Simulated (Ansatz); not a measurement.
The cluster Be12⁺. Charge 1, multiplicity 2. Geometry PBE0/def2-SVP, basis def2-TZVP, Ansatz.

```xyz
12

Be    0.8658    2.0188    0.2499
Be    0.4035   -0.9501   -0.9514
Be   -1.0901    0.7672    0.4432
Be   -0.4986   -2.6474    0.4814
Be    1.1073   -1.4888    1.1994
Be   -1.0816    0.3719   -1.6807
Be   -0.5640    2.3613   -1.2595
Be   -0.9078   -1.0965    1.7031
Be    0.5773    0.5205    1.7195
Be   -1.6675   -1.1134   -0.3426
Be    0.9736    1.1153   -1.6543
Be    1.8819    0.1411    0.0920
```

```
run  HOMO (eV)  LUMO (eV)
  A      -8.81      -8.32
  B      -8.89      -8.74
  C      -9.35      -7.78
  D      -8.77      -8.52
  E      -9.15      -7.85
```

B3LYP takes the VWN-RPA correlation. Another isomer (doublet) lies 0.24 eV lower at PBE0/def2-TZVP; other spin states weren't run for this one.

HOMO and LUMO are taken over both spins.

Task: The runs used B3LYP, LDA (SPW92), PBE, PBE0, r2SCAN. Estimate which is which.

Result: A r2SCAN (0 % exact exchange); B LDA (SPW92) (0 % exact exchange); C PBE0 (25 % exact exchange); D PBE (0 % exact exchange); E B3LYP (20 % exact exchange). Exact exchange lowers occupied and raises empty levels; among semilocal functionals meta-GGAs tend to open the gap a little, and such runs are hard to tell apart. The gap grows from 0.15 eV (LDA (SPW92)) to 1.57 eV (PBE0). At r2SCAN/def2-TZVP, PBE0/def2-TZVP the charge 1 doublet is spin-contaminated (final ⟨S²⟩ up to 1.03, 0.75 for a pure state).
